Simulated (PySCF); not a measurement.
Compound: C4H4N2O2.
SMILES with atom numbers: `[CH3:1][C:2](=[O:3])[c:4]1[n:5][n:6][cH:7][o:8]1` (hydrogens: H9, H10, H11 on C1; H12 on C7)

Cartesian coordinates in Å at the GFN2-xTB level; atoms count from 1:
```
atom  x, y, z in Å
C1    -2.0024    0.1085    0.5590
C2    -0.8424   -0.8283    0.4282
O3    -0.8999   -2.0274    0.5231
C4     0.4394   -0.1326    0.1597
N5     0.6207    1.1504    0.0349
N6     1.9206    1.3471   -0.2014
C7     2.4767    0.1782   -0.2113
O8     1.6028   -0.8028    0.0094
H9    -1.8103    0.8119    1.3659
H10   -2.1047    0.6891   -0.3549
H11   -2.9111   -0.4534    0.7545
H12    3.5117   -0.0414   -0.3725
```

Hirshfeld charges (e) from the PBE0/pcSseg-1 density (PySCF), one withheld:

```json
{"atom": "C1", "bonded to": "C2 H9 H10 H11", "charge": "-0.1217"}
{"atom": "C2", "bonded to": "C1 O3 C4", "charge": "+0.1618"}
{"atom": "O3", "bonded to": "C2", "charge": "-0.2213"}
{"atom": "C4", "bonded to": "C2 N5 O8", "charge": "+0.1108"}
{"atom": "N5", "bonded to": "C4 N6", "charge": "-0.1183"}
{"atom": "N6", "bonded to": "N5 C7", "charge": "?"}
{"atom": "C7", "bonded to": "N6 O8 H12", "charge": "+0.1034"}
{"atom": "O8", "bonded to": "C7 C4", "charge": "-0.0433"}
{"atom": "H9", "bonded to": "C1", "charge": "+0.0593"}
{"atom": "H10", "bonded to": "C1", "charge": "+0.0594"}
{"atom": "H11", "bonded to": "C1", "charge": "+0.0574"}
{"atom": "H12", "bonded to": "C7", "charge": "+0.0945"}
```

Q: What is the charge on N6?

A: The charges add up to the total charge, 0. The others sum to +0.1420, which leaves -0.1420 e for N6 (pyridine-type nitrogen); the computed value is -0.1421, the difference coming from rounding and the integration grid.

Q: Add each hydrogen's charge to the atom that carries it.

A: C1 +0.0544, C7 +0.1979. Atoms without hydrogen keep their charges.

Q: Across which bond do the charges differ most?

A: C2–O3: +0.1618 on C2 against -0.2213 on O3, a difference of 0.3831 e. The lower charge is on the more electronegative element of the two (Pauling values: O 3.44, C 2.55).

Q: Take the bonds between elements whose Pauling electronegativities differ by more than 0.25. In how many does the more electronegative atom carry the lower charge?

A: In 8 of 9; it doesn't in C7–H12.

Q: How much positive and how much negative charge does this set hold in all?

A: +0.6466 e on 7 atoms and -0.6467 e on 5.

The Hirshfeld scheme divides the density at each point in proportion to the densities of the neutral, spherically averaged free atoms. The structure is a single GFN2-xTB conformer in the gas phase; no vibrational or solvent corrections.
